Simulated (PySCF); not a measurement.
## Polarisability as a sum over states

Compound: C6H8ClF.
InChI=1S/C6H8ClF/c1-4-2-5(3-7)6(4)8/h5-6H,1-3H2/t5-,6-/m0/s1

Computed, not measured: TDDFT B3LYP/def2-SVPD, vertical, gas phase, core orbitals frozen in the response (PySCF 2.14.0, density-fitted response routines). Geometry: GFN2-xTB, one conformer, isolated molecule. Torsions of this conformer, `[CH2:1]=[C:2]1[CH2:3][C@@H:4]([CH2:5][Cl:6])[C@H:7]1[F:8]`: C3–C4–C5–Cl6 -71°.

Computed singlets:

```json
{"state": "S1", "E (eV)": "6.35", "f": "0.125"}
{"state": "S2", "E (eV)": "6.56", "f": "0.012"}
{"state": "S3", "E (eV)": "6.73", "f": "0.076"}
{"state": "S4", "E (eV)": "6.86", "f": "0.015"}
{"state": "S5", "E (eV)": "7.16", "f": "0.064"}
{"state": "S6", "E (eV)": "7.24", "f": "0.012"}
{"state": "S7", "E (eV)": "7.35", "f": "0.018"}
{"state": "S8", "E (eV)": "7.43", "f": "0.0091"}
```

**Question.** How much of the mean static polarisability do these states give, one by one?

**Answer.** Each state adds f / ΔE² (ΔE in hartree, 27.2114 eV).

```json
{"state": "S1", "f/ΔE² (au)": "2.30", "running sum (au)": "2.30", "running share of α (%)": "2.7"}
{"state": "S2", "f/ΔE² (au)": "0.20", "running sum (au)": "2.50", "running share of α (%)": "2.9"}
{"state": "S3", "f/ΔE² (au)": "1.25", "running sum (au)": "3.75", "running share of α (%)": "4.4"}
{"state": "S4", "f/ΔE² (au)": "0.24", "running sum (au)": "3.99", "running share of α (%)": "4.7"}
{"state": "S5", "f/ΔE² (au)": "0.93", "running sum (au)": "4.92", "running share of α (%)": "5.8"}
{"state": "S6", "f/ΔE² (au)": "0.17", "running sum (au)": "5.09", "running share of α (%)": "6.0"}
{"state": "S7", "f/ΔE² (au)": "0.25", "running sum (au)": "5.34", "running share of α (%)": "6.3"}
{"state": "S8", "f/ΔE² (au)": "0.12", "running sum (au)": "5.46", "running share of α (%)": "6.4"}
```

The full response gives 84.96 au (12.59 Å³), so 79.5 au comes from the higher roots of the same equations.

**Question.** By how much does the contribution of these states grow at 632.8 nm?

**Answer.** With ω = 0.0720 hartree each state's term in the mean polarisability goes from f / ΔE² to f / (ΔE² − ω²); the sum over all 8 states goes from 5.46 to 5.98 au, a rise of 0.52 au.

The largest single term belongs to S1, which also has the largest f.

A one-level model with all 46 active electrons at a single energy would need ΔE = √(N/α) = 20.0 eV to give this α, against S1 at 6.35 eV.
